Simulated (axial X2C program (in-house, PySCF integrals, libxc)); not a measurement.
**Nuclear properties of NCuN²⁺**

Computed with an axial X2C code built on PySCF integrals: two-component X2C with atomic mean-field Coulomb and Gaunt terms, Gaussian nuclei, basis N dyall-av3z, Cu dyall-v3z with contracted cores.

N–Cu–N held linear, with bonds 2.005 and 2.005 Å (near the PBE0 minimum at charge 2 of the determinant lowest at the starting distance; the state shown can have its own minimum elsewhere, held linear; other orders of the atoms were not compared).

Input and command:
```json
{"zs": [7, 29, 7], "q": 2, "bas": ["dyall-av3z", "dyall-v3z", "dyall-av3z"], "r0": [1.75, 1.75], "symm": 1, "scan": ["PBE0", "HF", "TPSSh"], "levels": ["PBE0", "HF", "LDA"], "nst": 2}
```
```bash
python solin.py task.json out
```

Keys: zs atomic numbers; q charge; bas basis sets; r0 starting distance in Å; symm equal bonds; scan levels of the two-bond scan; levels methods; nst determinants followed.

Determinant lowest in the PBE0 search, Ω = 5/2 (⟨Sz⟩ = 2.50, ⟨Lz⟩ = 0.00 at PBE0), spin on the atoms N 1.37, Cu -0.25, N 1.37:

| level | A∥/gI N (MHz) | qzz N (a.u.) | A∥/gI Cu (MHz) | qzz Cu (a.u.) |
| --- | --- | --- | --- | --- |
| PBE0 | 41.9 | 0.63 | 53.2 | 2.18 |
| HF | 89.3 | 0.33 | 46.3 | 2.57 |
| LDA | 14.7 | 0.86 | 5.32 | 1.36 |

A∥ (defined per Ω) follows by multiplying with gI = μI/(I μN); qzz is the electric field gradient, eQq0 = 234.96 MHz × Q/barn × qzz. The operators were transformed with the bare-nucleus X2C matrices; with these basis sets, hyperfine constants and field gradients can be off by tens of per cent, and where levels differ in sign neither size nor sign is settled.

Task: With Q(63Cu) = -0.22 barn (Q from Pyykkö, Mol. Phys. 2018), turn the PBE0 values of the first state into constants in MHz.

Result: eQq0(63Cu) = 234.96 × (-0.22) × (2.18) = -113 MHz.

The molecule was held linear; bending was not examined, so a bent shape may lie lower.

Each state is one determinant with collinear spin, which with several unpaired electrons need not be a pure state. Unrestricted Hartree–Fock can overshoot spin polarisation at the nuclei. This is the top spin component of a Σ state; components of lower Ω are not single determinants and can lie lower. With several open shells hyperfine constants can be off by a factor of several. The search compared states at one distance, so a state with another bond length can lie lower. Further determinants of the search, some of them spin-mixed, are not shown. Where a field gradient or hyperfine factor spreads by more than a factor of two over the levels, a constant derived from it is not to be relied on.
